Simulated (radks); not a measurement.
Values are calculated unless marked as measured or tabulated.
Tl VII, configuration [Xe] 4f14 5d7. Level of theory: scalar-relativistic Kohn-Sham, r2SCAN, spin-polarised, spherical densities, finite nucleus; open shells are filled with parallel spins first (spin-orbit coupling, left out, can overturn this in heavy ions); meta-GGA in the generalised Kohn-Sham scheme; Fermi nuclear charge, rms radius 5.4759 fm (a radial shooting solver on a logarithmic mesh with Libxc functionals).

Unscreened Slater integrals over Kohn-Sham orbitals (eV). They are taken over the spin-up orbitals.

integral,value
"F0(5d,5d)",20.064
"F2(5d,5d)",10.712
"F4(5d,5d)",7.2400
"F0(5d,5p)",21.981
"F2(5d,5p)",11.379
"G1(5d,5p)",13.971
"G3(5d,5p)",8.7657
"F0(5d,4f)",25.469
"F2(5d,4f)",6.4942
"F4(5d,4f)",3.1056
"G1(5d,4f)",2.0454
"G3(5d,4f)",2.0122
"G5(5d,4f)",1.6361
"F0(5p,5p)",24.766
"F2(5p,5p)",13.440
"F0(5p,4f)",30.434
"F2(5p,4f)",9.4921
"G2(5p,4f)",3.4138
"G4(5p,4f)",2.9530
"F0(4f,4f)",53.200
"F2(4f,4f)",26.682
"F4(4f,4f)",17.052
"F6(4f,4f)",12.361

Derived for the open shells (J is the average intra-shell exchange parameter used in DFT+U). 5d: Racah B = F2/49 - 5 F4/441 = 0.1365 eV, C = 35 F4/441 = 0.5746 eV, C/B = 4.21, F4/F2 = 0.676, J = (F2 + F4)/14 = 1.282 eV.
